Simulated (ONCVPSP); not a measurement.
**As: variants of one ONCV potential**

Base potential:

ONCVPSP 4.0.1 input, shortened (lines: element, Z, core and valence counts, functional; n l f; lmax; l rc ep ncon nbas qcut; lloc lpopt rc5 dvloc0; l nproj debl; icmod fcfact rcfact), PBE, scalar-relativistic:

```
  As 33.00    3    5        4      upf
    1    0    2.00
    2    0    2.00
    2    1    6.00
    3    0    2.00
    3    1    6.00
    3    2   10.00
    4    0    2.00
    4    1    1.00
    2
    0    1.15    0.00    5   10   11.50
    1    0.85    0.00    4    7   19.70
    2    0.65    0.00    3    7   24.20
    4    5    0.55    2.00
    0    2    2.50
    1    2    1.50
    2    3    2.10
    3    2.00    1.10
```

In the d channel the program set the typed energies aside and used -2.276, 0.250, 2.350 Ha.

Cutoffs, loose and tight: the cutoffs (Ha) at which the residual kinetic energy of the hardest occupied pseudo-wave falls to 1 and 0.1 mHa per electron. They do not see the model core or the augmentation charge, which bear on the density cutoff. Test errors are all-electron minus pseudo excitation energies from the reference, over the configurations 3s2 3p6 3d10 4s2 4p3; 3s2 3p6 3d10 4s2 4p2; 3s2 3p6 3d10 4s2 4p0; 3s1 3p6 3d10 4s2 4p3. A dash means not determined; rows that change the core or the reference have their own tests.

```tsv
change	outcome	cutoff, loose	cutoff, tight	bound ghosts	GHOST(+) flags above zero	largest test error (meV)
base	generated, projector energies reset by the program	220 Ha	248 Ha	none	s	-275
p: rc 0.6	generated, projector energies reset by the program	220 Ha	248 Ha	none	s	-283
p: rc 0.76	generated, projector energies reset by the program	220 Ha	248 Ha	none	s	-280
p: rc 0.82	generated, projector energies reset by the program	220 Ha	248 Ha	none	s	-278
p: rc 0.98	generated, projector energies reset by the program	220 Ha	248 Ha	none	s	-270
p: rc 1.1	generated, projector energies reset by the program	220 Ha	248 Ha	none	s	-267
p: rc 1.18	generated, projector energies reset by the program	220 Ha	248 Ha	none	s	-272
```

Reading the sweep of the p radius (base included, trends over the rows without a ghost): The loose cutoff stays near 220 Ha. The median size of the test errors (rows with all tests solved) stays near 2.5 meV.
